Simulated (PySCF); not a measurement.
Computed shifts of a molecule H6O3Si2, B3LYP/pcSseg-1 (PySCF), GIAO, gas phase, atoms alike by connectivity averaged where their shifts nearly agree, in ppm (number of nuclei): ²⁹Si: -33.8 (1), -120.7 (1). ¹H: 3.35 (3), 2.29 (3). References: ¹⁷O against H2O (σ = 333.8 ppm); ²⁹Si against TMS (σ = 338.7 ppm); ¹H against TMS (σ = 31.68 ppm), references at their B3LYP-D3(BJ)/def2-TZVP geometries, non-relativistic. Geometry optimised at r2SCAN-D4/def2-SVP. Other conformers were not sampled.

Q: Which structure fits?
A) O[Si](O)(O)[SiH3]
B) O[SiH2][SiH](O)O
C) O[SiH2]O[SiH2]O
D) O[SiH](O)O[SiH3]

A: A, O[Si](O)(O)[SiH3]
